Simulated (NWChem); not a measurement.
Molecule: NiBrF, triplet; SMILES [F][Ni][Br]

```xyz
3

Ni     0.0039     0.8298     0.0000
F     -0.0100     2.5494     0.0000
Br    -0.0011    -1.3590     0.0000
```
Atoms are numbered in this order, from 1.

Level: PBE-D3(BJ)/def2-SVP, spin-unrestricted (NWChem), optimised geometry, unscaled harmonic frequencies. This build's default masses of Se (78.918 u) and Br (79.917 u) are each other's, which moves their modes by up to 0.6 %. This spin state was assumed; another may lie lower.

### Question
List the harmonic frequencies with IR intensities, and the thermochemistry.

### Answer
```tsv
frequency (cm⁻¹)	IR intensity (km/mol)
67	10.7
304	7.0
702	67.6
```

| Property | Value |
|---|---|
| zero-point energy | 1.5 kcal/mol |
| thermal correction to the enthalpy at 298.15 K (with zero-point energy) | 4.7 kcal/mol |
| heat capacity Cv | 10.4 cal/(mol K) |
| dipole moment | 0.86 D |

Rigid rotor and harmonic oscillator; modes under 100 cm⁻¹ make the entropy uncertain.
